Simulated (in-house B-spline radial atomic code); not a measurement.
Computed with a B-spline radial atomic code. Model: two electrons, singlet ground state, non-relativistic, full CI in B-splines with partial waves to l = 8 (at full coupling up to 3e-4 hartree above the limit, correlation up to 0.6 % small), density held at that of full coupling by Lieb maximisation.

W(λ) is the mean repulsion in the state of coupling λ less the Hartree energy of the fixed density. Its start is exact exchange, its initial slope is twice the second-order Görling-Levy correlation energy, and its area from 0 to 1 is E_xc. A straight curve means weak, dynamic correlation, and a curve that drops fast and flattens means strong correlation.

Command:
```bash
python run_ac.py task.json out
```
Settings (lengths in bohr, energies in hartree):
```
potential              dot
strength               4.32
lmax                   8
second                 0.5
```

Time taken, with all properties: 9.6 s on 1 thread of Intel(R) Xeon(R) Processor @ 2.30GHz, with other jobs on the host.

**W = mean repulsion less Hartree energy, and W of three functionals.**

Given: confinement charge in harmonic well; well frequency 4.32 hartree; nuclear charge 0.5; external potential omega^2 r^2/2 - Z/r.

Computed: PBE exchange minus exact 72.053 millihartree; SCAN exchange minus exact 7.4896 millihartree.

```json
{"coupling": "0", "W xc (hartree)": "-1.6886", "W xc minus exchange (millihartree)": "0", "kinetic minus Kohn-Sham (millihartree)": "0", "LDA (PW92) W minus its exchange (millihartree)": "0", "PBE W minus its exchange (millihartree)": "0", "SCAN W minus its exchange (millihartree)": "0"}
{"coupling": "0.02", "W xc (hartree)": "-1.6906", "W xc minus exchange (millihartree)": "-1.944", "kinetic minus Kohn-Sham (millihartree)": "0", "LDA (PW92) W minus its exchange (millihartree)": "-13.23", "PBE W minus its exchange (millihartree)": "-3.01", "SCAN W minus its exchange (millihartree)": "-1.9"}
{"coupling": "0.05", "W xc (hartree)": "-1.6935", "W xc minus exchange (millihartree)": "-4.84", "kinetic minus Kohn-Sham (millihartree)": "0.1", "LDA (PW92) W minus its exchange (millihartree)": "-27.56", "PBE W minus its exchange (millihartree)": "-7.47", "SCAN W minus its exchange (millihartree)": "-4.71"}
{"coupling": "0.12", "W xc (hartree)": "-1.7001", "W xc minus exchange (millihartree)": "-11.502", "kinetic minus Kohn-Sham (millihartree)": "0.7", "LDA (PW92) W minus its exchange (millihartree)": "-53.85", "PBE W minus its exchange (millihartree)": "-17.56", "SCAN W minus its exchange (millihartree)": "-11.1"}
{"coupling": "0.25", "W xc (hartree)": "-1.7122", "W xc minus exchange (millihartree)": "-23.54", "kinetic minus Kohn-Sham (millihartree)": "2.9", "LDA (PW92) W minus its exchange (millihartree)": "-91.71", "PBE W minus its exchange (millihartree)": "-35.22", "SCAN W minus its exchange (millihartree)": "-22.53"}
{"coupling": "0.4", "W xc (hartree)": "?", "W xc minus exchange (millihartree)": "?", "kinetic minus Kohn-Sham (millihartree)": "?", "LDA (PW92) W minus its exchange (millihartree)": "?", "PBE W minus its exchange (millihartree)": "?", "SCAN W minus its exchange (millihartree)": "?"}
{"coupling": "0.6", "W xc (hartree)": "-1.7425", "W xc minus exchange (millihartree)": "-53.9", "kinetic minus Kohn-Sham (millihartree)": "15.7", "LDA (PW92) W minus its exchange (millihartree)": "-165.69", "PBE W minus its exchange (millihartree)": "-77.27", "SCAN W minus its exchange (millihartree)": "-51.03"}
{"coupling": "0.8", "W xc (hartree)": "-1.7587", "W xc minus exchange (millihartree)": "-70.009", "kinetic minus Kohn-Sham (millihartree)": "27", "LDA (PW92) W minus its exchange (millihartree)": "-198.8", "PBE W minus its exchange (millihartree)": "-98.55", "SCAN W minus its exchange (millihartree)": "-66.08"}
{"coupling": "1", "W xc (hartree)": "-1.7739", "W xc minus exchange (millihartree)": "-85.29", "kinetic minus Kohn-Sham (millihartree)": "40.7", "LDA (PW92) W minus its exchange (millihartree)": "-227.91", "PBE W minus its exchange (millihartree)": "-118.25", "SCAN W minus its exchange (millihartree)": "-80.37"}
{"coupling": "1.4", "W xc (hartree)": "-1.8022", "W xc minus exchange (millihartree)": "-113.59", "kinetic minus Kohn-Sham (millihartree)": "74.6", "LDA (PW92) W minus its exchange (millihartree)": "-277.68", "PBE W minus its exchange (millihartree)": "-153.82", "SCAN W minus its exchange (millihartree)": "-106.94"}
{"coupling": "2", "W xc (hartree)": "-1.8397", "W xc minus exchange (millihartree)": "-151.07", "kinetic minus Kohn-Sham (millihartree)": "138", "LDA (PW92) W minus its exchange (millihartree)": "-338.21", "PBE W minus its exchange (millihartree)": "-199.73", "SCAN W minus its exchange (millihartree)": "-142.51"}
{"coupling": "3", "W xc (hartree)": "-1.8916", "W xc minus exchange (millihartree)": "-202.92", "kinetic minus Kohn-Sham (millihartree)": "266.7", "LDA (PW92) W minus its exchange (millihartree)": "-416.01", "PBE W minus its exchange (millihartree)": "-262.18", "SCAN W minus its exchange (millihartree)": "-192.81"}
{"coupling": "4.5", "W xc (hartree)": "?", "W xc minus exchange (millihartree)": "?", "kinetic minus Kohn-Sham (millihartree)": "?", "LDA (PW92) W minus its exchange (millihartree)": "?", "PBE W minus its exchange (millihartree)": "?", "SCAN W minus its exchange (millihartree)": "?"}
{"coupling": "7", "W xc (hartree)": "-2.0204", "W xc minus exchange (millihartree)": "-331.73", "kinetic minus Kohn-Sham (millihartree)": "879.7", "LDA (PW92) W minus its exchange (millihartree)": "-599.36", "PBE W minus its exchange (millihartree)": "-420.15", "SCAN W minus its exchange (millihartree)": "-325.96"}
{"coupling": "10", "W xc (hartree)": "-2.0753", "W xc minus exchange (millihartree)": "-386.62", "kinetic minus Kohn-Sham (millihartree)": "1340.8", "LDA (PW92) W minus its exchange (millihartree)": "-678.85", "PBE W minus its exchange (millihartree)": "-491.86", "SCAN W minus its exchange (millihartree)": "-386.56"}
```

Problem. What belongs in the row 0.4?

Solution. W xc (hartree): -1.7255; W xc minus exchange (millihartree): -36.905; kinetic minus Kohn-Sham (millihartree): 7.2; LDA (PW92) W minus its exchange (millihartree): -126.81; PBE W minus its exchange (millihartree): -54.11; SCAN W minus its exchange (millihartree): -35.11.

Problem. What belongs in the row 4.5?

Solution. W xc (hartree): -1.9512; W xc minus exchange (millihartree): -262.57; kinetic minus Kohn-Sham (millihartree): 488.1; LDA (PW92) W minus its exchange (millihartree): -501.42; PBE W minus its exchange (millihartree): -334.2; SCAN W minus its exchange (millihartree): -252.86.

Problem. What is the LDA exchange minus exact?

Solution. 246.69 millihartree.

**Energy parts, natural occupations and partial-wave weights.**

Computed: exchange energy -1.6886 hartree; kinetic part of the DFT correlation energy 0.040729 hartree; initial slope twice GL2 -0.097473 hartree; kinetic part over minus potential part 0.47754; Hartree energy 3.3773 hartree; Kohn-Sham kinetic 6.6736 hartree; Lieb Oxford ratio E_xc over LDA exchange 1.202.

```tsv
natural	occupation of the shell (electrons)
s	1.9936
p	0.0055834
s	0.00041036
d	?
p	5.8303e-05
f	3.2191e-05
```

Problem. What belongs in the row d?

Solution. occupation of the shell (electrons): 0.00024553.

```
wave      weight
   s     0.99702
   p           ?
   d  0.00012918
   f  1.7868e-05
   g  4.1043e-06
```

Problem. What belongs in the row p?

Solution. weight: 0.0028228.

Problem. What is the correlation energy?

Solution. -0.044561 hartree.

Problem. What is the total energy?

Solution. 12.2076 hartree.

Half-way to full coupling W has made 53 % of its drop, against 50 % for a straight line, and second-order (GL2) theory, half the initial slope, overshoots the correlation energy by about 9 %: a moderate bend, as in light atoms. Over couplings 0 to 1 the errors in E_xc come to about +153 millihartree for LDA, +53 millihartree for PBE, +10 millihartree for SCAN, so SCAN is nearest. In LDA and PBE the errors of exchange and correlation have opposite signs, so the sum is smaller than the larger of the two.
